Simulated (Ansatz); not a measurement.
A single point on C₂H₆GaNO.

```yaml
crystal:
  periodic: [false, false, false]
  atoms:
    - {symbol: N, position_ang: [0.146360, 0.666631, 0.813993]}
    - {symbol: C, position_ang: [-0.091565, -0.757850, 0.965815]}
    - {symbol: C, position_ang: [-0.255549, -1.454886, -0.171284]}
    - {symbol: O, position_ang: [-0.212569, -0.929037, -1.368007]}
    - {symbol: Ga, position_ang: [0.109728, 0.936705, -1.275274]}
    - {symbol: H, position_ang: [1.039779, 0.947218, 1.206790]}
    - {symbol: H, position_ang: [-0.570030, 1.222932, 1.270634]}
    - {symbol: H, position_ang: [-0.126615, -1.189869, 1.955088]}
    - {symbol: H, position_ang: [-0.437482, -2.528913, -0.123363]}
    - {symbol: H, position_ang: [-1.176696, 1.778373, -1.582657]}
    - {symbol: H, position_ang: [1.574630, 1.308686, -1.691745]}
basis:
  gaussian: {orbitals: def2-TZVPP}
hamiltonian: {xc: pbe}
correlation: {method: rpa}
```

```sh
$ ansatz run in.yaml --threads 4 --pin off --events-out ev --progress --plain --max-ram 10444MiB
```

It prints (some lines left out):

```
Functional definition: PBE
1559 factors; integrals over basis functions are off by at most 9.4e-4 eV
mean field evaluation 1: about -58061.3603 eV, gradient 8.5e1 eV
mean field evaluation 2: about -58061.3544 eV, gradient 8.5e1 eV
mean field evaluation 4: about -58072.7295 eV, gradient 3.2e1 eV
mean field evaluation 8: about -58074.7931 eV, gradient 4.0e-1 eV
mean field evaluation 16: about -58074.7927 eV, gradient 9.6e-4 eV
mean field -58074.79271730 eV, -2134.2092678526 hartree, gradient 4.6e-6 eV, S^2 0.000000; 0 other end points of the search recorded, 0 dependent functions left out
13 core orbitals not correlated: weight in the atoms' cores, before any rotation towards them, 1.000 or more for the frozen orbitals, at most 0.000 for the correlated occupied ones
reference -58009.58697569 eV, -2131.8130010464 hartree; 19, 19 occupied and 224, 224 virtual orbitals, 1559 factors
Total energy: -58052.92315501 eV, -2133.4055762621 hartree
```

Hardware: 4 threads of an Intel Xeon 6975P-C on a shared host. Wall time 3.3 s, peak host memory 0.71 GiB.
